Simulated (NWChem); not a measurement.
System: NbF$_{5}$; SMILES [F][Nb]([F])([F])([F])[F]

Input file for NWChem:

```
start job
memory heap 200 mb stack 900 mb global 1100 mb
geometry units angstroms noautosym nocenter noautoz
  Nb     0.000000     0.000000     0.000000
  F      0.469223     1.770699     0.000000
  F      1.298859    -1.291708     0.000000
  F     -1.768082    -0.478991     0.000000
  F      0.000000     0.000000    -1.863257
  F      0.000000     0.000000     1.863257
end
basis spherical
  * library def2-svpd
end
ecp
  Nb library def2-ecp
end
dft
  xc b3lyp
  iterations 150
end
property
  response 1 0.0
end
task dft property
```

NWChem printed, in part:

```
             Northwest Computational Chemistry Package (NWChem) 7.3.0
             --------------------------------------------------------

                             Geometry "geometry" -> ""
                             -------------------------

 Output coordinates in angstroms (scale by  1.889725989 to convert to a.u.)

  No.       Tag          Charge          X              Y              Z
 ---- ---------------- ---------- -------------- -------------- --------------
    1 Nb                  41.0000     0.00000000     0.00000000     0.00000000
    2 F                    9.0000     0.46922300     1.77069900     0.00000000
    3 F                    9.0000     1.29885900    -1.29170800     0.00000000
    4 F                    9.0000    -1.76808200    -0.47899100     0.00000000
    5 F                    9.0000     0.00000000     0.00000000    -1.86325700
    6 F                    9.0000     0.00000000     0.00000000     1.86325700

 Effective nuclear repulsion energy (a.u.)     679.8467050184

                                 NWChem DFT Module
                                 -----------------

 Summary of "ao basis" -> "ao basis" (spherical)
 ------------------------------------------------------------------------------
       Tag                 Description            Shells   Functions and Types
 ---------------- ------------------------------  ------  ---------------------
 Nb                        def2-svpd                12       34   5s4p2d1f
 F                         def2-svpd                 9       23   4s3p2d

            General Information
            -------------------
          SCF calculation type: DFT
          Wavefunction type:  closed shell.
          No. of atoms     :     6
          No. of electrons :    58
           Alpha electrons :    29
            Beta electrons :    29
          Charge           :     0
          Spin multiplicity:     1
          Use of symmetry is: off; symmetry adaption is: off
          Maximum number of iterations: 150
          AO basis - number of functions:   149
                     number of shells:    57
          Convergence on energy requested:  1.00D-06
          Convergence on density requested:  1.00D-05
          Convergence on gradient requested:  5.00D-04

              XC Information
              --------------
                         B3LYP Method XC Potential
                     Hartree-Fock (Exact) Exchange  0.200
                        Slater Exchange Functional  0.800 local
                    Becke 1988 Exchange Functional  0.720 non-local
              Lee-Yang-Parr Correlation Functional  0.810
                  VWN I RPA Correlation Functional  0.190 local

             Grid Information
             ----------------
          Grid used for XC integration:  medium
          Radial quadrature: Mura-Knowles
          Angular quadrature: Lebedev.
          Tag              B.-S. Rad. Rad. Pts. Rad. Cut. Ang. Pts.
          ---              ---------- --------- --------- ---------
          Nb                  1.45      123           9.0       590
          F                   0.50       49          11.0       434
          Grid pruning is: on
          Number of quadrature shells:   368
          Spatial weights used:  Erf1

      Superposition of Atomic Density Guess
      -------------------------------------

 Sum of atomic energies:        -561.23829526

      Non-variational initial energy
      ------------------------------

 Total energy =    -552.593177
 1-e energy   =   -1422.995171
 2-e energy   =     552.088961
 HOMO         =      -0.651313
 LUMO         =      -0.024344

   convergence    iter        energy       DeltaE   RMS-Dens  Diis-err
 ---------------- ----- ----------------- --------- --------- ---------
 d= 0,ls=0.0,diis     1   -555.6901148887 -8.74D+02  3.54D-02  3.79D+00
 d= 0,ls=0.0,diis     2   -550.7693285046  4.92D+00  2.52D-02  5.90D+01
 d= 0,ls=0.0,diis     3   -556.1268446933 -5.36D+00  3.34D-03  5.20D-01
 d= 0,ls=0.0,diis     4   -556.1437458297 -1.69D-02  1.71D-03  3.12D-01
 d= 0,ls=0.0,diis     5   -556.1703995898 -2.67D-02  4.49D-04  5.27D-03
  Resetting Diis
 d= 0,ls=0.0,diis     6   -556.1710194628 -6.20D-04  7.68D-05  3.96D-04
 d= 0,ls=0.0,diis     7   -556.1710508371 -3.14D-05  1.77D-05  3.59D-06
 d= 0,ls=0.0,diis     8   -556.1710504186  4.18D-07  1.06D-05  8.33D-06
 d= 0,ls=0.0,diis     9   -556.1710510939 -6.75D-07  1.92D-06  3.58D-07

         Total DFT energy =     -556.171051093906
      One electron energy =    -1425.898554086401
           Coulomb energy =      610.525060420888
    Exchange-Corr. energy =      -59.110590502406
 Nuclear repulsion energy =      318.313033074013

 Numeric. integr. density =       58.000000544926

                       DFT Final Molecular Orbital Analysis
                       ------------------------------------

 Vector   27  Occ=2.000000D+00  E=-4.524993D-01
              MO Center=  2.1D-07, -9.5D-09, -7.8D-08, r^2= 4.0D+00
   Bfn.  Coefficient  Atom+Function         Bfn.  Coefficient  Atom+Function
  ----- ------------  ---------------      ----- ------------  ---------------
   110      0.469939  5 F  pz               133      0.469939  6 F  pz
   113     -0.300251  5 F  pz               136     -0.300251  6 F  pz
     8     -0.267437  1 Nb pz                17     -0.122840  1 Nb pz
   116     -0.089141  5 F  pz               139     -0.089141  6 F  pz
    41      0.084433  2 F  pz                64      0.084433  3 F  pz

 Vector   28  Occ=2.000000D+00  E=-4.450856D-01
              MO Center=  3.3D-01,  1.7D-01, -2.0D-08, r^2= 3.7D+00
   Bfn.  Coefficient  Atom+Function         Bfn.  Coefficient  Atom+Function
  ----- ------------  ---------------      ----- ------------  ---------------
   109      0.361059  5 F  py               132     -0.361059  6 F  py
    41      0.335973  2 F  pz                64     -0.299043  3 F  pz
   112     -0.239736  5 F  py               135      0.239736  6 F  py
    44     -0.222079  2 F  pz                67      0.197669  3 F  pz
    19      0.068803  1 Nb d -1             115     -0.067602  5 F  py

 Vector   29  Occ=2.000000D+00  E=-4.450856D-01
              MO Center= -3.3D-01, -1.7D-01, -1.5D-08, r^2= 3.7D+00
   Bfn.  Coefficient  Atom+Function         Bfn.  Coefficient  Atom+Function
  ----- ------------  ---------------      ----- ------------  ---------------
    87      0.366627  4 F  pz               108     -0.361059  5 F  px
   131      0.361059  6 F  px                90     -0.242342  4 F  pz
   111      0.239736  5 F  px               134     -0.239736  6 F  px
    64     -0.215296  3 F  pz                41     -0.151331  2 F  pz
    67      0.142312  3 F  pz                44      0.100030  2 F  pz

 Vector   30  Occ=0.000000D+00  E=-1.414658D-01
              MO Center=  3.9D-02, -3.6D-02, -1.4D-09, r^2= 1.7D+00
   Bfn.  Coefficient  Atom+Function         Bfn.  Coefficient  Atom+Function
  ----- ------------  ---------------      ----- ------------  ---------------
    19      0.668867  1 Nb d -1              21      0.652480  1 Nb d  1
    64     -0.183802  3 F  pz                67      0.141444  3 F  pz
   109     -0.141828  5 F  py               132      0.141828  6 F  py
   108      0.138353  5 F  px               131     -0.138353  6 F  px
   112      0.108314  5 F  py               135     -0.108314  6 F  py

 Vector   31  Occ=0.000000D+00  E=-1.414655D-01
              MO Center= -3.9D-02,  3.6D-02, -1.4D-09, r^2= 1.7D+00
   Bfn.  Coefficient  Atom+Function         Bfn.  Coefficient  Atom+Function
  ----- ------------  ---------------      ----- ------------  ---------------
    21     -0.668867  1 Nb d  1              19      0.652480  1 Nb d -1
    87     -0.160571  4 F  pz                41      0.157784  2 F  pz
   108     -0.141828  5 F  px               131      0.141828  6 F  px
   109     -0.138353  5 F  py               132      0.138353  6 F  py
    90      0.123566  4 F  pz                44     -0.121421  2 F  pz

 Vector   32  Occ=0.000000D+00  E=-9.456283D-02
              MO Center= -4.6D-02,  1.1D-01,  9.1D-11, r^2= 1.9D+00
   Bfn.  Coefficient  Atom+Function         Bfn.  Coefficient  Atom+Function
  ----- ------------  ---------------      ----- ------------  ---------------
    18      0.884516  1 Nb d -2              39      0.192603  2 F  px
     6     -0.186993  1 Nb px                85      0.181196  4 F  px
    62      0.180266  3 F  px                22      0.171150  1 Nb d  2
    15      0.167505  1 Nb px                65     -0.157317  3 F  px
    88     -0.156057  4 F  px                42     -0.140684  2 F  px

     Multipole analysis of the density
     ---------------------------------

     L   x y z        total         alpha         beta         nuclear
     -   - - -        -----         -----         ----         -------
     0   0 0 0      0.000000    -29.000000    -29.000000     58.000000

     1   1 0 0      0.000001      0.000001      0.000001      0.000000
     1   0 1 0     -0.000001     -0.000000     -0.000000      0.000000
     1   0 0 1      0.000000      0.000000      0.000000      0.000000

[...]

 DFT Linear Response polarizability / au
 Frequency  =       0.0000000 / au
              X              Y              Z
 -----------------------------------------------
 X      39.2717192     -0.0000165     -0.0000000
 Y      -0.0000165     39.2717143      0.0000000
 Z      -0.0000000      0.0000000     44.9431505
 -----------------------------------------------
 Eigenvalues =      39.2717335     39.2717000     44.9431505
 Isotropic   =      41.1621947
 Anisotropic =       5.6714338
 -----------------------------------------------

 Magnetic Dipole Response Matrix (nonzero elements):

 Exiting AOResponse driver routine
```

Level: B3LYP/def2-SVPD with def2 effective core potentials on Nb. The geometry was optimised at PBE0/def2-SVP. No frequency run checked for a minimum. B3LYP is NWChem's, with the RPA form of VWN correlation. def2 effective core potentials on Nb; no spin-orbit coupling.
